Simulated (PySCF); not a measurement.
SmO: from constants to spectrum

r²SCAN constants of SmO, septet, about 5.6 electrons in the 4f shell (Mulliken), real f orbitals that mix terms (PySCF, spin-free X2C with a Gaussian nucleus, basis sets Sm x2c-TZVPall, O x2c-TZVPall; masses 151.9197 and 15.9949 u):

* ωe: 762.4 cm⁻¹
* ωexe: 2.65 cm⁻¹
* Be: 0.34603 cm⁻¹
* αe: 0.00156 cm⁻¹
* D (centrifugal): 2.85e-07 cm⁻¹
* De to Sm (4f6 6s2) + O: 6.35 eV

(1) Give the vibrational terms G(v) and spacings up to v = 6.

(2) How well does the Morse estimate ωe²/(4ωexe) reproduce De, and what is D0?

Spin–orbit coupling is left out, which matters for elements this heavy, above all for dissociation energies. With d or f electrons several states lie close, and the lowest PBE0 determinant need not be the measured ground state.

## Answers

(1) G(v) = ωe(v+½) − ωexe(v+½)².

| v | G(v) (cm⁻¹) | G(v) − G(v−1) | Bv (cm⁻¹) |
| --- | --- | --- | --- |
| 0 | 381 |  | 0.3453 |
| 1 | 1138 | 757 | 0.3437 |
| 2 | 1889 | 752 | 0.3421 |
| 3 | 2636 | 746 | 0.3406 |
| 4 | 3377 | 741 | 0.3390 |
| 5 | 4113 | 736 | 0.3375 |
| 6 | 4844 | 731 | 0.3359 |

(2) It gives 6.80 eV, 107 % of the computed De. D0 = De − G(0) = 6.35 − 0.05 = 6.30 eV.
